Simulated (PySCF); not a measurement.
Run record: geometry optimisation, `c1cc2[se]nnc2cn1`.

Computed with PBE0-D3(BJ)/def2-SVP geometry optimisation, gas phase (PySCF 2.14.0). Start geometry: GFN2-xTB. The input is one job of a driver script: a line of settings, then coordinates in Å.

Input:
```
{"job": {"xc": "PBE0", "basis": "def2-SVP", "d3": "d3bj", "grid": 2, "kind": "geom"}, "charge": 0, "multiplicity": 1}
C     -1.700825     0.351763    -0.460799
C     -0.576476     1.092797    -0.771349
C      0.642935     0.617924    -0.302491
Se     2.386800     1.248782    -0.454787
N      2.846271    -0.259197     0.560046
N      1.891732    -0.964747     0.869951
C      0.659490    -0.586497     0.458327
C     -0.552981    -1.239982     0.700295
N     -1.691986    -0.775616     0.249778
H     -2.678276     0.670659    -0.796297
H     -0.645332     1.999540    -1.351752
H     -0.580153    -2.156112     1.273051
```

Output:
```
step   0  E = -2756.86967464  max force = 0.029480
step   1  E = -2756.87316013  max force = 0.004264
step   2  E = -2756.87320124  max force = 0.001762
step   3  E = -2756.87322224  max force = 0.001332
step   4  E = -2756.87322460  max force = 0.000861
step   5  E = -2756.87323256  max force = 0.000349
optimisation converged
```

Energies in Eh; «max force» is the largest Cartesian gradient component in Eh/bohr.

**Question.** How much energy does the optimisation release, in kJ/mol?

**Answer.** E(step 0) − E(last step) = 0.003558 Eh, which is 9.3 kJ/mol.

Main results: final energy -2756.87323 Eh after 5 steps; dipole 2.68 D.

**Question.** Where do the atoms end?

**Answer.** 0.030 Å rms from the input after alignment:
```
atom  x, y, z in Å
C1    -1.9339    0.3427   -0.5858
C2    -0.8131    1.0981   -0.9081
C3     0.4254    0.6391   -0.4463
Se4    2.1451    1.2844   -0.6158
N5     2.6703   -0.2811    0.4464
N6     1.6909   -0.9630    0.7419
C7     0.4461   -0.5551    0.3115
C8    -0.7529   -1.2327    0.5735
N9    -1.9145   -0.7900    0.1329
H10   -2.9198    0.6731   -0.9313
H11   -0.9105    2.0104   -1.4982
H12   -0.7324   -2.1574    1.1607
```

**Question.** How long does this job take on an AMD EPYC 9R14 with one thread, shared host with 96 logical CPUs at a one-minute load of 78? And the peak memory of the process?

**Answer.** About 66 s, with 0.84 GiB resident at the peak, the Python interpreter and its libraries included.
Labels such as C1 count atoms from 1, the log's own numbers from 0.
